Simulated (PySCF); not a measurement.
SMILES Cc1ccc(C(=O)O)cc1 (C8H8O2) (GFN2-xTB optimised geometry):

```
18

C      1.550    -3.086     0.011
C      0.799    -1.792     0.000
C     -0.594    -1.792     0.000
C     -1.298    -0.607     0.000
C     -0.620     0.611     0.001
C     -1.407     1.859     0.000
O     -2.613     1.913    -0.020
O     -0.652     2.972     0.023
C      0.772     0.620     0.001
C      1.469    -0.573     0.000
H      1.176    -3.752    -0.765
H      1.415    -3.587     0.970
H      2.613    -2.925    -0.146
H     -1.123    -2.733    -0.001
H     -2.378    -0.597    -0.001
H     -1.229     3.752     0.020
H      1.299     1.562     0.000
H      2.549    -0.559    -0.001
```

Computed with PySCF with PBE/def2-SVP.

Q: What are the frontier orbital energies and the dipole moment?

A: HOMO-2 -6.48 eV, HOMO-1 -6.24 eV, HOMO -6.09 eV, LUMO -2.01 eV, LUMO+1 -1.16 eV; dipole moment 2.17 D.

Meta-Löwdin charges at PBE/def2-SVP: C1 -0.31, C2 0.04, C3 -0.12, C4 -0.08, C5 -0.05, C6 0.45, O7 -0.43, O8 -0.42, C9 -0.09, C10 -0.12, H11 0.12, H12 0.12, H13 0.11, H14 0.11, H15 0.12, H16 0.33, H17 0.12, H18 0.10.
